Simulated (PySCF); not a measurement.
H2SZn, SMILES [SH][ZnH].

Coordinates come from a B3LYP-D3(BJ)/def2-TZVP optimisation.

Vertical ionisation energy (IE) and electron affinity (EA) in eV. Rows of orbital energies are one-electron estimates. Where ΔSCF, EOM or ADC give a negative EA the extra electron is unbound and the value depends on the basis.

```tsv
level	IE	EA
−ε(HOMO), −ε(LUMO), ωB97X/def2-TZVPD (PySCF)	[?]	[?]
−ε(HOMO), −ε(LUMO), PBE0/def2-TZVPD (PySCF)	7.32	0.86
```

Task: What belongs in the gaps? (Estimate from the structure and the level; the computed values follow.)

Result: 
- −ε(HOMO), −ε(LUMO), ωB97X/def2-TZVPD (PySCF), IE: 9.69
- −ε(HOMO), −ε(LUMO), ωB97X/def2-TZVPD (PySCF), EA: -0.73
